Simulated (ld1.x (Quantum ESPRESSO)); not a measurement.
Reading a pseudo-wave (hafnium)

Columns: radius, all-electron u(r) and pseudo u(r) of the 5s shell (level -65.64 eV) of hafnium in the configuration [Kr] 4d10 4f14 5s2 5p6 5d3 6s1 6p0; PBEsol, scalar-relativistic, TM semilocal scheme, ld1.x (Quantum ESPRESSO) 7.5.

```tsv
r (bohr)	all-electron	pseudo
0.108	0.1798	0.0434
0.215	0.1481	0.0963
0.322	-0.5096	0.1710
0.430	-0.5134	0.2819
0.538	-0.0777	0.4396
0.645	0.4128	0.6381
0.752	0.7874	0.8479
0.860	1.0117	1.0179
0.968	1.1032	1.1026
1.075	1.1003	1.1002
1.182	1.0380	1.0380
1.290	0.9421	0.9421
1.398	0.8319	0.8319
1.505	0.7210	0.7210
1.612	0.6154	0.6154
1.720	0.5184	0.5184
1.828	0.4325	0.4325
1.935	0.3587	0.3587
2.042	0.2958	0.2958
2.150	0.2423	0.2423
2.258	0.1976	0.1976
2.365	0.1608	0.1608
2.472	0.1307	0.1307
2.580	0.1056	0.1056
2.688	0.0852	0.0852
2.795	0.0688	0.0688
```

(1) How many radial nodes do the two functions have?

(2) At about which radius was the pseudo-wave matched?

(3) Is the pseudo-wave norm-conserving?

Results:

(1) The all-electron 5s function has n − l − 1 = 4 (the table is too coarse to show those close to the nucleus); the pseudo-wave has 0, since the states of the same l below it are removed with the core.

(2) 1.15 bohr, where the columns begin to agree (steps of 0.11 bohr).

(3) Yes: the TM semilocal scheme keeps the norm inside the radius equal to the all-electron one, which fixes the energy derivative of the logarithmic derivative at the level.
